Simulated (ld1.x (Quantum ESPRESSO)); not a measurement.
**gallium (Ga), PAW: configuration errors across variants**

ld1.x (Quantum ESPRESSO) 7.5 input, shortened:

```
&input
   title='Ga', zed=31., rel=1, dft='PBE', iswitch=3,
   config='[Ar] 3d10 4s2 4p0.5 4f-2'
 /
 &inputp
   pseudotype=3, lpaw=.true., tm=.true., lloc=-1, rcloc=1.35,
   nlcc=.true., new_core_ps=.true., rcore=0.65,
   which_augfun='BESSEL', rmatch_augfun=0.95
 /
8
4S  1  0   2.00   0.00  1.15  1.60  0.0
4S  1  0   0.00   1.00  1.15  1.60  0.0
4P  2  1   0.50   0.00  1.80  2.40  0.0
4P  2  1   0.00   1.55  1.80  2.40  0.0
3D  3  2  10.00   0.00  1.10  1.45  0.0
3D  3  2   0.00  -0.85  1.10  1.45  0.0
4F  4  3  -2.00   0.45  1.80  2.35  0.0
4F  4  3  -2.00   2.50  1.80  2.35  0.0
 &test
   configts(1)='3d10 4s2 4p0.5'
 /
```

All-electron excitation energies from the reference (eV): (1) 3d10 4s2 4p1 -2.030; (2) 3d10 4s2 4p0 3.658; (3) 3d10 4s1 4p0 24.786; (4) 3d10 4s1 4p1 11.030; (5) 3d10 4s0 4p0 56.058; (6) 3d9 4s0 4p0 119.934; (7) 3d10 4s0 4p3 11.341.

3 further variants failed, have other tests or too few solved ones, and are left out.

A true bound ghost makes a file unfit for plane-wave use even where its test errors are small: the radial tests pick states by their node count and pass the ghost by.

Errors AE − PS in meV (a dash: test not solved or not reliable):

| change | (1) | (2) | (3) | (4) | (5) | (6) | (7) | bound ghosts |
| --- | --- | --- | --- | --- | --- | --- | --- | --- |
| base | +0.2 | -0.4 | -4.2 | -2.2 | -14 | -393 | -3.4 | s |
| local potential all-electron potential smoothed inside 1.82 bohr (lloc = -1) | +0.2 | -0.4 | -4.0 | -2.1 | -14 | -396 | -3.5 | none |
| wave 4s channel at 1 Ry: rcut 1.15, rcutus 1.60 bohr becomes 4s channel at 4.95 Ry: rcut 1.15, rcutus 1.60 bohr | +0.3 | -0.3 | -3.3 | -2.1 | -14 | -393 | -3.4 | none |
| waves 3d (bound): rcut 0.84, rcutus 0.88 bohr; 3d channel at -0.85 Ry: rcut 0.84, rcutus 0.88 bohr | +0.3 | +0.9 | -0.9 | -2.0 | -6.9 | -367 | +9.4 | s |
| core correction Bessel-smoothed model core inside 1.10 bohr | +0.2 | -0.4 | -4.2 | -2.2 | -14 | -393 | -3.4 | s |
| waves 4f channel at 0.45 Ry: rcut 1.80, rcutus 2.28 bohr; 4f channel at 2.5 Ry: rcut 1.80, rcutus 2.28 bohr | +0.2 | -0.4 | -4.2 | -2.2 | -14 | -393 | -3.4 | s |
| augmentation PSQ, radius 0.85 bohr | +0.2 | -0.5 | -4.9 | -1.9 | -16 | -385 | -2.5 | s |
| waves 4p (bound): rcut 1.80, rcutus 1.94 bohr; 4p channel at 1.55 Ry: rcut 1.80, rcutus 1.94 bohr | +0.2 | -0.5 | -4.6 | -1.9 | -15 | -388 | -3.1 | s |

Problem. Give the same row for: waves 4s (bound): rcut 1.15, rcutus 1.64 bohr; 4s channel at 1 Ry: rcut 1.15, rcutus 1.64 bohr.

Solution. +0.3, -0.2, -3.2, -2.1, -14, -393, -3.4; bound ghosts: none.
